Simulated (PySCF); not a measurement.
Species: C7H16O.
Atom-mapped SMILES: `[CH3:1][CH:2]([CH3:3])[O:4][C:5]([CH3:6])([CH3:7])[CH3:8]` (hydrogens: H9, H10, H11 on C1; H12 on C2; H13, H14, H15 on C3; H16, H17, H18 on C6; H19, H20, H21 on C7; H22, H23, H24 on C8)

The same species was optimised twice, with GFN2-xTB and with PBE0-D3(BJ)/def2-SVP (PySCF), and the same property calculations (PySCF, gas phase) were run on both structures.

| coordinate | GFN2-xTB | PBE0-D3(BJ)/def2-SVP | change |
| --- | --- | --- | --- |
| C1–C2 (Å) | 1.530 | 1.520 | -0.010 |
| C2–C3 (Å) | 1.530 | 1.520 | -0.010 |
| C5–C8 (Å) | 1.532 | 1.523 | -0.009 |
| C2–O4 (Å) | 1.421 | 1.414 | -0.007 |
| C5–C6 (Å) | 1.535 | 1.529 | -0.006 |
| C5–C7 (Å) | 1.535 | 1.530 | -0.005 |
| O4–C5 (Å) | 1.423 | 1.422 | -0.001 |
| C1–C2–C3 (°) | 110.6 | 112.5 | +1.9 |
| O4–C5–C6 (°) | 111.9 | 111.0 | -0.9 |
| O4–C5–C7 (°) | 111.8 | 111.1 | -0.7 |
| C6–C5–C7 (°) | 110.1 | 110.7 | +0.6 |
| C7–C5–C8 (°) | 109.4 | 110.0 | +0.6 |
| C6–C5–C8 (°) | 109.4 | 110.0 | +0.6 |
| C1–C2–O4 (°) | 109.1 | 108.7 | -0.4 |
| C3–C2–O4 (°) | 109.1 | 108.7 | -0.4 |
| C1–C2–O4–C5 (°) | 120 | 119 | -1 |
| C2–O4–C5–C6 (°) | -62 | -62 | 0 |

Rotational constants: A = 2955, B = 1352, C = 1199 MHz (GFN2-xTB) against A = 2941, B = 1375, C = 1214 MHz (PBE0-D3(BJ)/def2-SVP). Point groups within 0.08 Å: Cs and Cs.

On the GFN2-xTB structure: HOMO (eV) -7.06 [PBE0/pcSseg-1]; LUMO (eV) 1.31 [PBE0/pcSseg-1]; dipole (D) 1.24 [PBE0/pcSseg-1]; GIAO shielding of C1/C3 (mean) (ppm) 159.8 [PBE0/pcSseg-1]; GIAO shielding of C2 (ppm) 119.6 [PBE0/pcSseg-1]; GIAO shielding of O4 (ppm) 231.9 [PBE0/pcSseg-1]; GIAO shielding of C5 (ppm) 112.1 [PBE0/pcSseg-1]; GIAO shielding of C6/C7/C8 (mean) (ppm) 157.2 [PBE0/pcSseg-1].

Problem. What do these properties become on the PBE0-D3(BJ)/def2-SVP structure?

Solution. 
| property | level | on GFN2-xTB | on PBE0-D3(BJ)/def2-SVP | change |
| --- | --- | --- | --- | --- |
| HOMO (eV) | PBE0/pcSseg-1 | -7.06 | -7.10 | -0.04 |
| LUMO (eV) | PBE0/pcSseg-1 | 1.31 | 1.28 | -0.03 |
| dipole (D) | PBE0/pcSseg-1 | 1.24 | 1.23 | -0.01 |
| energy, GFN2-xTB geometry as zero (kcal/mol) | PBE0/pcSseg-1 | 0.0 | -0.7 | -0.7 |
| GIAO shielding of C1/C3 (mean) (ppm) | PBE0/pcSseg-1 | 159.8 | 158.3 | -1.5 |
| GIAO shielding of C2 (ppm) | PBE0/pcSseg-1 | 119.6 | 120.9 | +1.3 |
| GIAO shielding of O4 (ppm) | PBE0/pcSseg-1 | 231.9 | 232.3 | +0.4 |
| GIAO shielding of C5 (ppm) | PBE0/pcSseg-1 | 112.1 | 113.1 | +1.0 |
| GIAO shielding of C6/C7/C8 (mean) (ppm) | PBE0/pcSseg-1 | 157.2 | 155.6 | -1.6 |

The heavy atoms differ by 0.020 Å rms after alignment. Among bonds between heavy atoms C1–C2, C2–C3 and C5–C8 change most and about equally (-0.010 to -0.009 Å). Changes are differences of the printed values. Neither structure is proved a minimum here.

Conformer computed: `[CH3:1][CH:2]([CH3:3])[O:4][C:5]([CH3:6])([CH3:7])[CH3:8]`: C1–C2–O4–C5 119°, C2–O4–C5–C6 -62°.
